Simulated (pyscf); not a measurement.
**H₃C–CH•–Cl, doublet**

Gas-phase minimum from PySCF at ωB97X-D3(BJ)/def2-SVP, one conformer. Other isomers of H₃C–CH•–Cl were not searched in full and may lie lower. 

SMILES: C[CH]Cl
```xyz
7

C      0.0592     0.9276    -1.0618
C      0.0900     0.2944     0.2826
Cl     0.6005     1.2271     1.6269
H     -0.7188     1.7130    -1.1299
H      1.0235     1.4090    -1.2972
H     -0.1541     0.1728    -1.8338
H     -0.4364    -0.6289     0.5340
```
Charge 0, spin multiplicity 2.

Bond lengths (Å): C1–C2 1.486, C1–H4 1.108, C1–H5 1.103, C1–H6 1.101, C2–Cl3 1.714, C2–H7 1.092. Angles (°): C2–C1–H4 111.9, C2–C1–H5 111.1, C2–C1–H6 110.3, H4–C1–H5 106.9, H4–C1–H6 107.9, H5–C1–H6 108.6, C1–C2–Cl3 118.9, C1–C2–H7 123.9, Cl3–C2–H7 115.0.

Properties at ωB97X-D3(BJ)/def2-SVP:

```json
{
  "harmonic_wavenumbers_unscaled": "137, 295, 367, 767, 992, 1049, 1134, 1305, 1408, 1447, 1463, 3027, 3111, 3168, 3251 cm⁻¹",
  "zero_point_energy": "32.8 kcal/mol",
  "rotational_symmetry_number": "1",
  "Entropy of this conformer at 298 K and 1 atm, rigid rotor and harmonic oscillator, modes under 100 cm⁻¹ raised to 100": "287.9 J/(mol K)",
  "dipole_moment": "1.41 D",
  "Spin expectation value S2": "0.754"
}
```

Single-point totals, which compare only within one level (frozen core for MP2 and CC):

| level | total energy (hartree) |
|---|---|
| ωB97X-D3(BJ)/def2-TZVP | -538.85417 |
| PBE/def2-TZVP | -538.50678 |
| r²SCAN/def2-TZVP | -538.72772 |
| B3LYP-D3(BJ)/def2-TZVP | -538.83289 |
| PBE0-D3(BJ)/def2-TZVP | -538.56044 |
| M06-2X/def2-TZVP | -538.74439 |
| ωB97M-D3(BJ)/def2-TZVP | -538.87197 |
| UHF/def2-TZVPP | -537.56365 |
| MP2/def2-TZVPP | -538.07368 |
| CCSD/def2-TZVPP | -538.11587 |
| CCSD(T)/def2-TZVPP | -538.13803 |

Soft torsions are taken as harmonic, which can shift the entropy by several J/(mol K). The CCSD(T) − MP2 part came from Ansatz, without density fitting, on the same reference.
